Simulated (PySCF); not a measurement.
# Ionisation energy of Tl³⁺ by level of theory

Tl³⁺ [Xe] 4f14 5d10 → Tl⁴⁺ [Xe] 4f14 5d9 [5d3/2^4 5d5/2^5, M_J = 5/2], as a difference of total energies. All numbers are calculated (PySCF 2.14, the two-component X2C-1e Hamiltonian, in x2c-SVPall-2c (7s11p7d2f, 89 functions)). Correlated levels: [Kr] 4d10 4f14 frozen; the 22 highest virtual spinors dropped. "Screened" scales the spin-orbit matrix elements by Boettger's factors to mimic the two-electron term; Breit and QED terms are absent.

| method | ionisation energy (eV) |
| --- | --- |
| GHF (spin-free) | 51.095 |
| GMP2 (spin-free) | 51.765 |
| GHF (screened spin-orbit) | 50.154 |
| GMP2 (screened spin-orbit) | 50.793 |

Problem. How much does correlation contribute at GMP2 (screened spin-orbit)?

Solution. 50.793 − (50.154) = 0.639 eV, measured against GHF (screened spin-orbit).

The spin-free rows lack the spin-orbit shift.

Errors of the correlated levels include the incompleteness of this basis and the frozen core.

For comparison: 51.14 ± 0.04 eV (measured; NIST Atomic Spectra Database, ionization energies).
